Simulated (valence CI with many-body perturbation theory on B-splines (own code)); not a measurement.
Values are calculated unless marked as measured or tabulated.
**Energy levels of Pr LV**

Level of theory: configuration interaction combined with many-body perturbation theory (CI+MBPT): three valence electrons over a frozen Dirac-Fock core [He], radial functions for each j: 11 s, 11 p, 10 d, 8 f, 5 g, 2 h, with the one-electron correlation potential Σ1 (screened to all orders), the two-electron term Σ2, the three-electron term Σ3, Breit, model QED; selected single and double excitations, second order for the rest, scaled by the run's own slope (own B-spline code, finite nucleus).

The last digits are not significant, and no measured levels were compared; by estimate large intervals hold to a few tenths of a per cent, small ones and those within an open d or f shell to about a per cent.

Levels 91 to 135 of 165, with energies above the lowest level, (2s^2 2p1/2) J=1/2. "Leading %" is the weight of the configuration and term that name the level; weights of strongly mixed levels are sums over their largest components and can fall short. In the jj column 3d3/2^4 stands for four electrons in 3d with j = 3/2.

```tsv
No.	Configuration	Term	J	E (× 10³ cm⁻¹)	Leading %	Second component	Leading jj
91	2p²3p	²P°	1/2	60052	86	8 % 2p²3p ⁴D°	2p1/2 2p3/2 3p3/2 (99 %)
92	2p²3d	²G	7/2	60103	50	25 % 2p²3d ²F	2p1/2 2p3/2 3d3/2 (97 %)
93	2p²3d	²D	5/2	60208	34	32 % 2p²3d ²F	2p1/2 2p3/2 3d3/2 (92 %)
94	2p²3d	²D	3/2	60250	47	18 % 2p²3d ⁴D	2p1/2 2p3/2 3d3/2 (95 %)
95	2p²3d	⁴D	7/2	60313	47	37 % 2p²3d ⁴F	2p1/2 2p3/2 3d5/2 (99 %)
96	2p²3d	⁴P	1/2	60314	35	34 % 2p²3d ²P	2p1/2 2p3/2 3d3/2 (99 %)
97	2p²3d	²P	3/2	60442	37	32 % 2p²3d ⁴P	2p1/2 2p3/2 3d5/2 (95 %)
98	2p²3d	²G	9/2	60446	63	37 % 2p²3d ⁴F	2p1/2 2p3/2 3d5/2 (100 %)
99	2p²3d	²F	5/2	60454	42	25 % 2p²3d ⁴D	2p1/2 2p3/2 3d5/2 (94 %)
100	2p²3d	²D	5/2	60579	60	24 % 2p²3d ⁴P	2p1/2 2p3/2 3d5/2 (97 %)
101	2p²3d	²F	7/2	60625	67	15 % 2p²3d ²G	2p1/2 2p3/2 3d5/2 (97 %)
102	2p²3d	²D	3/2	60661	58	30 % 2p²3d ²P	2p1/2 2p3/2 3d5/2 (99 %)
103	2p²3d	²P	1/2	60700	60	34 % 2p²3d ²S	2p1/2 2p3/2 3d5/2 (99 %)
104	2p²3s	⁴P	5/2	62355	63	37 % 2p²3s ²D	2p3/2^2 3s (100 %)
105	2p²3s	²P	3/2	62428	54	35 % 2p²3s ²D	2p3/2^2 3s (100 %)
106	2p²3s	²S	1/2	62808	70	19 % 2p²3s ⁴P	2p3/2^2 3s (99 %)
107	2p²3p	²P°	3/2	62862	26	26 % 2p²3p ⁴P°	2p3/2^2 3p1/2 (100 %)
108	2p²3p	²D°	5/2	62882	41	26 % 2p²3p ²F°	2p3/2^2 3p1/2 (100 %)
109	2p²3p	²P°	1/2	63293	76	16 % 2p²3p ⁴D°	2p3/2^2 3p1/2 (98 %)
110	2p²3p	²D°	5/2	63993	53	37 % 2p²3p ⁴P°	2p3/2^2 3p3/2 (100 %)
111	2p²3p	⁴D°	7/2	63994	63	37 % 2p²3p ²F°	2p3/2^2 3p3/2 (100 %)
112	2p²3p	²P°	1/2	64006	57	32 % 2p²3p ²S°	2p3/2^2 3p3/2 (99 %)
113	2p²3p	²P°	3/2	64317	62	15 % 2p²3p ²D°	2p3/2^2 3p3/2 (100 %)
114	2p²3d	²D	3/2	64459	33	25 % 2p²3d ⁴P	2p3/2^2 3d3/2 (100 %)
115	2p²3d	⁴D	5/2	64471	29	22 % 2p²3d ²F	2p3/2^2 3d3/2 (95 %)
116	2p²3d	²F	7/2	64486	39	30 % 2p²3d ²G	2p3/2^2 3d3/2 (99 %)
117	2p²3d	⁴P	1/2	64496	41	39 % 2p²3d ²P	2p3/2^2 3d3/2 (94 %)
118	2p²3p	²P°	3/2	64509	65	13 % 2p²3p ²D°	2p3/2^2 3p3/2 (100 %)
119	2p²3d	²F	7/2	64689	53	37 % 2p²3d ⁴D	2p3/2^2 3d5/2 (99 %)
120	2p²3d	⁴F	9/2	64697	63	37 % 2p²3d ²G	2p3/2^2 3d5/2 (100 %)
121	2p²3d	²P	1/2	64805	50	31 % 2p²3d ²S	2p3/2^2 3d5/2 (94 %)
122	2p²3d	²D	3/2	64861	44	33 % 2p²3d ²P	2p3/2^2 3d3/2 (62 %)
123	2p²3d	²D	5/2	64966	61	12 % 2p²3d ²F	2p3/2^2 3d5/2 (97 %)
124	2p²3d	²D	3/2	65021	63	14 % 2p²3d ²P	2p3/2^2 3d5/2 (62 %)
125	2p²3d	²D	5/2	65225	67	12 % 2p²3d ²F	2p3/2^2 3d5/2 (98 %)
126	2s²4s	²S	1/2	68794	98		2s^2 4s (98 %)
127	2s²4p	²P°	1/2	69004	98		2s^2 4p1/2 (98 %)
128	2s²4p	²P°	3/2	69522	97		2s^2 4p3/2 (97 %)
129	2s²4d	²D	3/2	69675	98		2s^2 4d3/2 (98 %)
130	2s2p4s	⁴P°	1/2	69775	77	23 % 2s2p4s ²P°	2s 2p1/2 4s (100 %)
131	2s²4d	²D	5/2	69826	98		2s^2 4d5/2 (98 %)
132	2s²4f	²F°	5/2	69913	98		2s^2 4f5/2 (98 %)
133	2s2p4p	⁴D	1/2	69962	66	21 % 2s2p4p ²P	2s 2p1/2 4p1/2 (100 %)
134	2s2p4s	⁴P°	3/2	69976	61	38 % 2s2p4s ²P°	2s 2p1/2 4s (98 %)
135	2s²4f	²F°	7/2	69984	98		2s^2 4f7/2 (98 %)
```
